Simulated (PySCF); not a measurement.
SMILES C=[CH][Ge]([Br])([Cl])[Cl] (C2H3BrCl2Ge), singlet (CAM-B3LYP/def2-SVP optimised geometry):

```
9

C     -0.743    -2.542     2.434
C     -1.512    -1.971     1.510
Ge    -0.807    -1.018     0.000
Cl    -1.487     1.018     0.000
Cl    -1.487    -1.895    -1.837
Br     1.487    -1.018     0.000
H      0.350    -2.501     2.386
H     -1.179    -3.078     3.282
H     -2.604    -2.023     1.574
```

Method: CAM-B3LYP/def2-TZVP run with PySCF 2.14.0.

Question: What are the frontier orbital energies and the dipole moment?

Answer: HOMO-2 -10.24 eV, HOMO-1 -10.22 eV, HOMO -10.05 eV, LUMO -0.44 eV, LUMO+1 -0.22 eV; dipole moment 2.85 D.

On the same geometry PBE/def2-TZVP in PySCF gives HOMO-2 -7.63 eV, HOMO-1 -7.57 eV, HOMO -7.42 eV, LUMO -2.41 eV, LUMO+1 -2.34 eV; dipole moment 2.73 D.

Meta-Löwdin charges at CAM-B3LYP/def2-TZVP: C1 -0.19, C2 -0.33, Ge3 0.91, Cl4 -0.28, Cl5 -0.28, Br6 -0.24, H7 0.13, H8 0.13, H9 0.14.
